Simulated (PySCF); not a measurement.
SiFClBr₂, SMILES F[Si](Cl)(Br)Br. Atoms are numbered in the order given.

```xyz
5

F      1.9294     0.6770     0.0000
Si     0.3398     0.4199     0.0000
Cl    -0.5886     2.2402     0.0000
Br    -0.1731    -0.7151    -1.8158
Br    -0.1731    -0.7151     1.8158
```

The structure is a stationary point at B3LYP-D3(BJ)/def2-SVP.

Level of theory: B3LYP-D3(BJ)/def2-SVP run with PySCF.

Frequencies are harmonic and unscaled.

```tsv
mode	ν (cm⁻¹)	IR (km/mol)	Raman (Å⁴/amu)	depolarisation	moving atoms (share of kinetic energy)
1	110	0.2	2.4	0.71	Br 70 %, Cl 13 %, F 11 %
2	131	0.2	2.2	0.75	Cl 56 %, Br 28 %, F 15 %
3	188	2.3	3.5	0.41	Cl 34 %, Br 27 %, Si 24 %, F 16 %
4	221	8.5	2.1	0.75	F 63 %, Br 31 %
5	237	8.3	2.5	0.51	F 59 %, Br 21 %, Cl 14 %
6	353	13.6	9.1	0.01	Br 28 %, Cl 26 %, Si 26 %, F 20 %
7	524	225.9	0.6	0.75	Si 85 %, Br 14 %
8	605	198.0	2.0	0.39	Si 68 %, Cl 30 %
9	925	125.1	1.7	0.11	F 56 %, Si 44 %
```
